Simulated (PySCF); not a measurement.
Species: C7H11OP.
Atom-mapped SMILES: `[CH3:1][C:2](=[O:3])[CH2:4][P:5]1[CH2:6][CH:7]=[CH:8][CH2:9]1` (hydrogens: H10, H11, H12 on C1; H13, H14 on C4; H15, H16 on C6; H17 on C7; H18 on C8; H19, H20 on C9)

Method: PySCF 2.14.0, PBE0-D3(BJ)/def2-SVP geometry optimisation, gas phase; density fitting, grid level 1; the optimiser is geomeTRIC in internal coordinates, started from a GFN2-xTB structure with every atom displaced at random (about 0.01 Å).

At the end of the run (lengths in Å): C4–H13 1.101, C2–C4 1.506, C1–H10 1.102, C8–C9 1.500, C4–P5 1.883, C4–H14 1.101, C1–C2 1.506, C1–C2–C4 116.6°, C2–C4–P5 109.5°, C1–C2–O3 122.2°, O3–C2–C4 121.2°, C1–C2–C4–P5 -88°, C2–C4–P5–C6 -169°, C4–P5–C6–C7 84°, H13–C4–C2–C1 30°.

Question: These geometries were met on the way; a selection of coordinates is given. Order them by energy above the end point, lowest first.
A. C4–H13 1.056, C2–C4 1.466, C1–H10 1.067, C8–C9 1.468, C4–P5 1.914, C4–H14 1.131, C1–C2 1.532, C1–C2–C4 113.3°, C2–C4–P5 107.4°, C1–C2–O3 124.0°, O3–C2–C4 122.6°, C1–C2–C4–P5 -83°, C2–C4–P5–C6 -166°, C4–P5–C6–C7 82°, H13–C4–C2–C1 35°
B. C4–H13 1.115, C2–C4 1.515, C1–H10 1.108, C8–C9 1.502, C4–P5 1.878, C4–H14 1.093, C1–C2 1.503, C1–C2–C4 117.3°, C2–C4–P5 110.3°, C1–C2–O3 122.3°, O3–C2–C4 120.3°, C1–C2–C4–P5 -86°, C2–C4–P5–C6 -170°, C4–P5–C6–C7 86°, H13–C4–C2–C1 32°
C. C4–H13 1.104, C2–C4 1.511, C1–H10 1.103, C8–C9 1.501, C4–P5 1.875, C4–H14 1.102, C1–C2 1.505, C1–C2–C4 117.0°, C2–C4–P5 109.6°, C1–C2–O3 122.2°, O3–C2–C4 120.8°, C1–C2–C4–P5 -87°, C2–C4–P5–C6 -169°, C4–P5–C6–C7 85°, H13–C4–C2–C1 31°

Answer: C (0.003 eV), B (0.017 eV), A (0.223 eV).

```tsv
step	E above end (eV)	rms distance from the end, all atoms (Å)	largest force (eV/Å)	rms shift of all bonds from the end (Å)
2	0.003	0.029	0.224	0.002
1	0.017	0.046	0.755	0.005
0	0.223	0.098	2.861	0.024
```

Rows stand in the order of the answer.
